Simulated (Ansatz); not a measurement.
Consider the ligand exchange at the Si–O bond: `C=C=C(Cl)O[SiH3]` + `[OH][In]([SH])[O][SiH3]` → `[SiH3][O][In]([SH])[O][SiH3]` + `C=C=C(O)Cl`.

Computed with Ansatz on PBE0-D4/def2-TZVP structures; ΔE is electronic, products minus reactants. CCSD(T)/CBS adds triple-zeta CCSD(T) − MP2 to the extrapolated MP2 energy (def2 sets, frozen cores). Functionals use def2-TZVPP. def2 core potentials past Kr. For In outer-core shells are correlated without core-valence functions, which leaves a few kJ/mol of doubt a bond. One conformer a species, not always the lowest.

`C=C=C(Cl)O[SiH3]`:

```xyz
11

C     0.033    1.811    2.134
C     0.000    0.797    1.323
C    -0.026   -0.234    0.530
Cl   -0.964   -1.640    0.965
O     0.650   -0.328   -0.622
Si    0.141   -1.084   -2.022
H    -0.695    2.615    2.068
H     0.792    1.894    2.908
H    -1.254   -0.687   -2.338
H     1.083   -0.587   -3.048
H     0.240   -2.556   -1.898
```

`[OH][In]([SH])[O][SiH3]`:

Cartesian coordinates in Å:
```
O 1.168 -2.979 0.396
In -0.050 -1.438 0.382
S -2.295 -1.411 1.076
O 0.810 0.210 -0.307
Si 0.311 1.741 -0.541
H 2.036 -2.733 0.062
H -2.407 -0.103 0.776
H 0.427 2.119 -1.976
H 1.121 2.689 0.272
H -1.122 1.907 -0.140
```

`[SiH3][O][In]([SH])[O][SiH3]`:

Z-matrix (Å, degrees):
```
Si
O 1 1.633
H 1 1.492 2 111.3
H 1 1.489 2 111.0 3 120.4
H 1 1.487 2 108.9 3 -119.7
In 2 1.963 1 136.8 3 -32.1
O 6 1.968 2 115.6 1 -7.1
S 6 2.343 2 123.1 1 172.9
Si 7 1.633 6 136.9 2 -6.7
H 8 1.345 6 91.8 2 179.7
H 9 1.487 7 108.9 6 -151.8
H 9 1.489 7 111.1 6 88.3
H 9 1.492 7 111.3 6 -32.1
```

`C=C=C(O)Cl`:

Cartesian coordinates in Å:
```
C -0.957 -0.517 -1.341
C -0.238 -0.088 -0.348
C 0.513 0.358 0.615
O 1.229 -0.423 1.451
Cl 0.707 2.070 0.865
H -2.026 -0.683 -1.240
H -0.515 -0.728 -2.312
H 1.287 0.011 2.309
```

```tsv
species	PBE0-D4 energy (Eh)
`C=C=C(Cl)O[SiH3]`	-941.80517
`[OH][In]([SH])[O][SiH3]`	-1031.05424
`[SiH3][O][In]([SH])[O][SiH3]`	-1321.67026
`C=C=C(O)Cl`	-651.19524
```

Question: Work out ΔE.

Answer: ΔE = (-1321.67026) + (-651.19524) − (-941.80517) − (-1031.05424) = -0.00609 Eh = -0.17 eV. CCSD(T)/CBS gives -0.18 eV.

Largest T1 diagnostic among the species: 0.016.

From PBE to PBE0 (25 % exact exchange), in def2-TZVPP and without D4, ΔE moves by −0.05 eV. In def2-TZVPP, CCSD(T) changes the Hartree–Fock value by +0.10 eV (the triples alone add +0.02 eV) and MP2 by +0.12 eV.
